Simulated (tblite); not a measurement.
Compound: C2H11NSeSi4.
SMILES with atom numbers: `[CH2:1]=[C:2]1[SiH2:3][N:4]([SiH3:5])[Si@H:6]1[Se:7][SiH3:8]` (hydrogens: H9, H10 on C1; H11, H12 on Si3; H13, H14, H15 on Si5; H16 on Si6; H17, H18, H19 on Si8)

Computed with GFN2-xTB (tblite), gas phase: L-BFGS steps from a force-field or distance-geometry start until the largest atomic force falls under 0.01 eV/Å.

Step 24: E = -625.0547 eV
```
atom  x, y, z in Å  |  force x, y, z in eV/Å
C1     -0.7214    3.0410    0.1344    0.013  -0.014  -0.032
C2     -0.6773    1.7364   -0.0662    0.178  -0.189   0.109
Si3    -1.3131    0.5306   -1.3843   -0.019   0.050  -0.017
N4     -0.9892   -0.7025   -0.1646    0.021   0.160   0.124
Si5    -1.7587   -2.2396    0.0425    0.203   0.030  -0.115
Si6    -0.1955    0.2818    1.0650    0.008   0.032   0.155
Se7     2.0475    0.1864    1.7210   -0.191  -0.117  -0.199
Si8     3.5122   -0.6814    0.1803   -0.134   0.092   0.099
H9     -0.3537    3.4967    1.0443   -0.027  -0.007  -0.072
H10    -1.1223    3.7137   -0.6097    0.021   0.056   0.011
H11    -2.7206    0.6913   -1.7522    0.046  -0.058   0.050
H12    -0.4762    0.2960   -2.5640    0.001   0.028   0.041
H13    -0.7162   -3.1866    0.4278    0.009  -0.056   0.048
H14    -2.3436   -2.5473   -1.2560    0.002  -0.057  -0.115
H15    -2.8287   -2.1626    1.0350   -0.007   0.013   0.114
H16    -0.7912    0.0518    2.3851   -0.020   0.060  -0.122
H17     4.3371    0.4306   -0.2848   -0.044   0.000  -0.067
H18     2.7504   -1.3133   -0.8913    0.013   0.011   0.027
H19     4.3507   -1.6136    0.9303   -0.071  -0.033  -0.040
```

Step 25: E = -625.0656 eV
```
atom  x, y, z in Å  |  force x, y, z in eV/Å
C1     -0.7106    3.0474    0.1299   -0.029  -0.043  -0.018
C2     -0.6680    1.7421   -0.0662    0.134  -0.182   0.095
Si3    -1.3129    0.5368   -1.3796    0.003   0.027   0.040
N4     -1.0177   -0.6928   -0.1469    0.036   0.185   0.069
Si5    -1.7446   -2.2529    0.0429    0.129   0.090  -0.087
Si6    -0.2125    0.2894    1.0740    0.083   0.028   0.124
Se7     2.0339    0.1680    1.7211   -0.214  -0.103  -0.143
Si8     3.4955   -0.6849    0.1778   -0.011   0.031   0.014
H9     -0.3514    3.5045    1.0412    0.001   0.010  -0.046
H10    -1.1148    3.7172   -0.6139    0.036   0.072  -0.019
H11    -2.7094    0.7237   -1.7672    0.002  -0.069   0.048
H12    -0.4627    0.2827   -2.5415    0.028   0.017  -0.018
H13    -0.6779   -3.1686    0.4320    0.020  -0.081   0.044
H14    -2.3261   -2.5654   -1.2556    0.024  -0.062  -0.131
H15    -2.8257   -2.2058    1.0271    0.016   0.009   0.117
H16    -0.8055    0.0782    2.3935   -0.046   0.044  -0.056
H17     4.3196    0.4342   -0.2907   -0.109  -0.084  -0.028
H18     2.7299   -1.3179   -0.8969    0.058   0.049   0.084
H19     4.3511   -1.6267    0.9112   -0.159   0.062  -0.091
```

Step 26: E = -625.0754 eV
```
atom  x, y, z in Å  |  force x, y, z in eV/Å
C1     -0.7016    3.0504    0.1257   -0.054  -0.062   0.001
C2     -0.6570    1.7437   -0.0637    0.067  -0.086   0.047
Si3    -1.3118    0.5420   -1.3741    0.041   0.007   0.083
N4     -1.0385   -0.6834   -0.1315    0.035   0.143   0.015
Si5    -1.7295   -2.2625    0.0410    0.021   0.125  -0.047
Si6    -0.2254    0.2953    1.0839    0.128   0.018   0.061
Se7     2.0177    0.1523    1.7164   -0.198  -0.084  -0.049
Si8     3.4805   -0.6866    0.1762    0.079  -0.025  -0.075
H9     -0.3495    3.5104    1.0373    0.023   0.023  -0.021
H10    -1.1083    3.7191   -0.6179    0.054   0.053  -0.035
H11    -2.6992    0.7480   -1.7744   -0.045  -0.074   0.040
H12    -0.4506    0.2748   -2.5218    0.047   0.005  -0.064
H13    -0.6476   -3.1566    0.4367    0.023  -0.084   0.030
H14    -2.3126   -2.5810   -1.2576    0.065  -0.050  -0.109
H15    -2.8202   -2.2381    1.0213    0.067   0.004   0.085
H16    -0.8225    0.1031    2.3981   -0.073   0.024   0.039
H17     4.3033    0.4364   -0.2966   -0.146  -0.128   0.000
H18     2.7150   -1.3216   -0.9006    0.077   0.068   0.108
H19     4.3481   -1.6366    0.8940   -0.212   0.122  -0.108
```

**Question.** Estimate the geometry and energy of step 27. (The exact step hangs on the optimiser's Hessian estimate; all steps are aligned on step 26, rigid shifts and turns removed.)

**Answer.** E = -625.0842 eV, largest force 0.260 eV/Å
```
atom  x, y, z in Å  |  force x, y, z in eV/Å
C1     -0.6950    3.0506    0.1223   -0.058  -0.054   0.020
C2     -0.6453    1.7426   -0.0599   -0.003   0.042  -0.011
Si3    -1.3094    0.5462   -1.3679    0.073  -0.008   0.078
N4     -1.0522   -0.6748   -0.1191    0.031   0.057  -0.021
Si5    -1.7157   -2.2681    0.0372   -0.061   0.120  -0.005
Si6    -0.2337    0.2995    1.0935    0.116   0.003   0.004
Se7     2.0000    0.1395    1.7090   -0.130  -0.074   0.052
Si8     3.4690   -0.6875    0.1737    0.097  -0.051  -0.126
H9     -0.3478    3.5147    1.0334    0.034   0.030  -0.004
H10    -1.1024    3.7195   -0.6219    0.072   0.012  -0.035
H11    -2.6913    0.7639   -1.7749   -0.072  -0.074   0.032
H12    -0.4397    0.2718   -2.5065    0.047  -0.002  -0.084
H13    -0.6248   -3.1510    0.4419   -0.002  -0.055   0.001
H14    -2.3023   -2.5936   -1.2617    0.113  -0.027  -0.059
H15    -2.8121   -2.2595    1.0177    0.116   0.000   0.045
H16    -0.8415    0.1251    2.4009   -0.084   0.010   0.109
H17     4.2880    0.4364   -0.3019   -0.141  -0.117   0.008
H18     2.7057   -1.3240   -0.9023    0.063   0.059   0.082
H19     4.3408   -1.6424    0.8788   -0.210   0.128  -0.084
```

The energy changes by -0.0089 eV. The first-order estimate −F·Δx gives -0.0123 eV and the mean of the old and new forces, exact on a quadratic surface, -0.0089 eV. The step makes an angle of 74° with the force vector and moves no atom by more than 0.029 Å.

What follows is the cost of the whole relaxation. The run took 3.4 s of wall time on an Arm Neoverse N1 with one thread, shared host with 64 logical CPUs at a one-minute load of 60.
